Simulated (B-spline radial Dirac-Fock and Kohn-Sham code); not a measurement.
# Photoionisation of calcium ions at Ag Kα (22162.9 eV)

These are calculated numbers from a radial B-spline solver; the model is a relativistic central-field model (Hartree-Slater potential of the initial state, Latter tail, multipole expansion of the photon field, Dirac-Fock thresholds). Cross sections in kb; a dash marks an empty subshell or a threshold above the photon energy.

```csv
ion,configuration,total,2s,2p3/2,3s,3p1/2,3p3/2
Ca,[Ar] 4s2,0.6195,0.0431,0.00418,0.00564,0.000268,0.000491
Ca¹⁰⁺,[He] 2s2 2p6,0.6152,0.0445,0.00438,–,–,–
Ca¹⁴⁺,[He] 2s2 2p2,0.6223,0.0521,0.00185,–,–,–
Ca¹⁵⁺,[He] 2s2 2p1,0.6240,0.0539,0.000977,–,–,–
```
